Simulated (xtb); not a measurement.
C$_{3}$H$_{7}$O (SMILES C[CH]OC), doublet, from a rough starting geometry; GFN2-xTB run with xtb 6.7.1.

xtb was given this input:
```
$ xtb mol.xyz --gfn 2 --uhf 1 --opt vtight --json

# file mol.xyz
11

O     -0.01654104    -0.76419908     0.11179278
C     -0.02659309     0.60720208     0.10199949
C      1.29844957    -1.30879049     0.08913200
C     -1.42991532     1.08170395     0.05080508
H      0.57341063     1.01788329    -0.81245293
H      1.25644982    -2.37859902     0.06134652
H      1.87233855    -0.96041757    -0.75898274
H      1.84909258    -1.04141650     0.97075535
H     -1.94943455     0.74680278    -0.83054670
H     -1.92086548     0.73093086     0.99140748
H     -1.50826345     2.16613648     0.08219833
```

### Question
Predict the main parts of the log of this xtb run.

### Answer

```
   ID    Z sym.   atoms
    1    8 O      1
    2    6 C      2-4
    3    1 H      5-11

           -------------------------------------------------
          |                Calculation Setup                |
           -------------------------------------------------

           -------------------------------------------------
          |                 G F N 2 - x T B                 |
           -------------------------------------------------

          ...................................................
          :                      SETUP                      :
          :.................................................:
          :  # basis functions                  23          :
          :  # atomic orbitals                  23          :
          :  # shells                           15          :
          :  # electrons                        25          :
          :  max. iterations                   250          :
          :  Hamiltonian                  GFN2-xTB          :
          :  restarted?                      false          :
          :  GBSA solvation                  false          :
          :  PC potential                    false          :
          :  electronic temp.          300.0000000     K    :
          :  accuracy                    1.0000000          :
          :  -> integral cutoff          0.2500000E+02      :
          :  -> integral neglect         0.1000000E-07      :
          :  -> SCF convergence          0.1000000E-05 Eh   :
          :  -> wf. convergence          0.1000000E-03 e    :
          :  Broyden damping             0.4000000          :
          :  net charge                          0          :
          :  unpaired electrons                  1          :
          ...................................................

 iter      E             dE          RMSdq      gap      omega  full diag
   1    -14.0849028 -0.140849E+02  0.372E+00    9.11       0.0  T
   2    -14.1083109 -0.234081E-01  0.194E+00    9.03       1.0  T
   3    -14.1088472 -0.536374E-03  0.843E-01    8.96       1.0  T
   4    -14.1089768 -0.129562E-03  0.141E-01    9.05       1.0  T
   5    -14.1090395 -0.627198E-04  0.764E-02    9.01       1.0  T
   6    -14.1090441 -0.455479E-05  0.248E-02    9.02       1.2  T
   7    -14.1090444 -0.346078E-06  0.350E-03    9.02       8.6  T
   8    -14.1090444 -0.644381E-08  0.158E-03    9.02      19.1  T
   9    -14.1090445 -0.205118E-07  0.301E-04    9.02     100.2  T
  10    -14.1090445 -0.117490E-09  0.120E-04    9.02     251.7  T

   *** convergence criteria satisfied after 10 iterations ***

         :::::::::::::::::::::::::::::::::::::::::::::::::::::
         ::                     SUMMARY                     ::
         :::::::::::::::::::::::::::::::::::::::::::::::::::::
         :: total energy             -13.958567401626 Eh    ::
         :: gradient norm              0.084527329126 Eh/a0 ::
         :: HOMO-LUMO gap              9.021110144101 eV    ::
         ::.................................................::
         :: SCC energy               -14.109043409277 Eh    ::
         :: -> isotropic ES            0.013594932010 Eh    ::
         :: -> anisotropic ES          0.002991569756 Eh    ::
         :: -> anisotropic XC          0.004600372254 Eh    ::
         :: -> dispersion             -0.004217087895 Eh    ::
         :: repulsion energy           0.150476007651 Eh    ::
         :: add. restraining           0.000000000000 Eh    ::
         :: total charge               0.000000000000 e     ::
         :::::::::::::::::::::::::::::::::::::::::::::::::::::

      -----------------------------------------------------------
     |                   =====================                   |
     |                        A N C O P T                        |
     |                   =====================                   |
     |               Approximate Normal Coordinate               |
     |                Rational Function Optimizer                |
      -----------------------------------------------------------
      -----------------------------------------------------------
     |                   =====================                   |
     |                        A N C O P T                        |
     |                   =====================                   |
     |               Approximate Normal Coordinate               |
     |                Rational Function Optimizer                |
      -----------------------------------------------------------

          ...................................................
          :                      SETUP                      :
          :.................................................:
          :   optimization level         verytight          :
          :   max. optcycles                   220          :
          :   ANC micro-cycles                  20          :
          :   degrees of freedom                27          :
          :.................................................:
          :   RF solver                   davidson          :
          :   write xtbopt.log                true          :
          :   linear?                        false          :
          :   energy convergence         0.1000000E-06 Eh   :
          :   grad. convergence          0.2000000E-03 Eh/α :
          :   maxmium RF displ.          1.0000000          :
          :   Hlow (freq-cutoff)         0.1000000E-01      :
          :   Hmax (freq-cutoff)         5.0000000          :
          :   S6 in model hess.         20.0000000          :
          ...................................................

generating ANC from exact Hessian ...
Using Lindh-Hessian (1995)
 Shifting diagonal of input Hessian by    5.7394645385907854E-003
 Lowest  eigenvalues of input Hessian
    0.000000    0.000000    0.000000    0.000000    0.000000    0.000000
    0.010000    0.013621    0.020754    0.025495    0.035913    0.047475
[...]
 * total energy  :   -13.9715752 Eh     change       -0.2589416E-04 Eh
 * total energy  :   -13.9715952 Eh     change       -0.2001116E-04 Eh
 * total energy  :   -13.9716091 Eh     change       -0.1387447E-04 Eh
 * total energy  :   -13.9716186 Eh     change       -0.9432610E-05 Eh
 * total energy  :   -13.9716228 Eh     change       -0.4259431E-05 Eh
 * total energy  :   -13.9716258 Eh     change       -0.2987112E-05 Eh
 * total energy  :   -13.9716266 Eh     change       -0.8416673E-06 Eh
 * total energy  :   -13.9716268 Eh     change       -0.1818863E-06 Eh
 * total energy  :   -13.9716269 Eh     change       -0.1198410E-06 Eh
 * total energy  :   -13.9716271 Eh     change       -0.1746123E-06 Eh
 * total energy  :   -13.9716273 Eh     change       -0.1973944E-06 Eh
 * total energy  :   -13.9716274 Eh     change       -0.1260383E-06 Eh
 * total energy  :   -13.9716275 Eh     change       -0.7889515E-07 Eh
   *** GEOMETRY OPTIMIZATION CONVERGED AFTER 23 ITERATIONS ***
[...]

         :::::::::::::::::::::::::::::::::::::::::::::::::::::
         ::                     SUMMARY                     ::
         :::::::::::::::::::::::::::::::::::::::::::::::::::::
         :: total energy             -13.971627518472 Eh    ::
         :: gradient norm              0.000077373395 Eh/a0 ::
         :: HOMO-LUMO gap              8.683696731957 eV    ::
         ::.................................................::
         :: SCC energy               -14.125332074638 Eh    ::
         :: -> isotropic ES            0.013809389719 Eh    ::
         :: -> anisotropic ES          0.002705095152 Eh    ::
         :: -> anisotropic XC          0.004336541971 Eh    ::
         :: -> dispersion             -0.004179499541 Eh    ::
         :: repulsion energy           0.153704556166 Eh    ::
         :: add. restraining           0.000000000000 Eh    ::
         :: total charge              -0.000000000000 e     ::
         :::::::::::::::::::::::::::::::::::::::::::::::::::::

           -------------------------------------------------
          |                Property Printout                |
           -------------------------------------------------

    * Orbital Energies and Occupations

         #    Occupation            Energy/Eh            Energy/eV
      -------------------------------------------------------------
         1        2.0000           -0.7035088             -19.1434
         2        2.0000           -0.6434367             -17.5088
         3        2.0000           -0.6004089             -16.3380
         4        2.0000           -0.5832595             -15.8713
         5        2.0000           -0.5475183             -14.8987
         6        2.0000           -0.5437437             -14.7960
         7        2.0000           -0.5186315             -14.1127
         8        2.0000           -0.4811843             -13.0937
         9        2.0000           -0.4695629             -12.7775
        10        2.0000           -0.4616477             -12.5621
        11        2.0000           -0.4421563             -12.0317
        12        2.0000           -0.4393238             -11.9546
        13        1.0000           -0.2724867              -7.4147 (HOMO)
        14                          0.0466333               1.2690 (LUMO)
        15                          0.1238282               3.3695
        16                          0.1353485               3.6830
        17                          0.1682631               4.5787
        18                          0.1803704               4.9081
        19                          0.1911274               5.2008
        20                          0.2118258               5.7641
        21                          0.2226957               6.0599
        22                          0.2642024               7.1893
        23                          0.3625716               9.8661
      -------------------------------------------------------------
                  HL-Gap            0.3191200 Eh            8.6837 eV
             Fermi-level           -0.2344160 Eh           -6.3788 eV

     #   Z          covCN         q      C6AA      α(0)
     1   8 O        1.704    -0.253    18.190     5.758
     2   6 C        2.788     0.026    27.418     8.577
     3   6 C        3.654     0.039    20.217     6.456
     4   6 C        3.751    -0.105    22.564     6.774
     5   1 H        0.926     0.009     2.914     2.670
     6   1 H        0.925     0.058     2.219     2.330
     7   1 H        0.924     0.036     2.499     2.472
     8   1 H        0.924     0.040     2.443     2.444
     9   1 H        0.923     0.046     2.369     2.407
    10   1 H        0.925     0.058     2.223     2.332
    11   1 H        0.925     0.046     2.374     2.409

 Mol. C6AA /au·bohr⁶  :        875.240323
 Mol. C8AA /au·bohr⁸  :      18133.016643
 Mol. α(0) /au        :         44.628612

Wiberg/Mayer (AO) data.
largest (>0.10) Wiberg bond orders for each atom

 ---------------------------------------------------------------------------
     #   Z sym  total        # sym  WBO       # sym  WBO       # sym  WBO
 ---------------------------------------------------------------------------
     1   8 O    2.253 --     2 C    1.184     3 C    0.995
     2   6 C    3.305 --     1 O    1.184     4 C    1.065     5 H    0.969
     3   6 C    3.950 --     1 O    0.995     6 H    0.980     7 H    0.975
                             8 H    0.974
     4   6 C    3.997 --     2 C    1.065    10 H    0.980    11 H    0.975
                             9 H    0.949
     5   1 H    1.000 --     2 C    0.969
     6   1 H    0.997 --     3 C    0.980
     7   1 H    0.999 --     3 C    0.975
     8   1 H    0.998 --     3 C    0.974
     9   1 H    0.996 --     4 C    0.949
    10   1 H    0.997 --     4 C    0.980
    11   1 H    0.998 --     4 C    0.975
 ---------------------------------------------------------------------------

Topologies differ in total number of bonds
Writing topology from bond orders to xtbtopo.mol

molecular dipole:
                 x           y           z       tot (Debye)
 q only:        0.262       0.032      -0.076
   full:        0.378       0.036      -0.226       1.123
molecular quadrupole (traceless):
                xx          xy          yy          xz          yz          zz
 q only:        1.533      -2.688       0.190       0.055       0.089      -1.723
  q+dip:        1.262      -1.929      -0.400      -0.021      -0.135      -0.862
   full:        1.521      -2.459      -0.267       0.067      -0.044      -1.254

optimized geometry written to: xtbopt.xyz

           -------------------------------------------------
          | TOTAL ENERGY              -13.971627518472 Eh   |
          | GRADIENT NORM               0.000077373395 Eh/α |
          | HOMO-LUMO GAP               8.683696731957 eV   |
           -------------------------------------------------
```
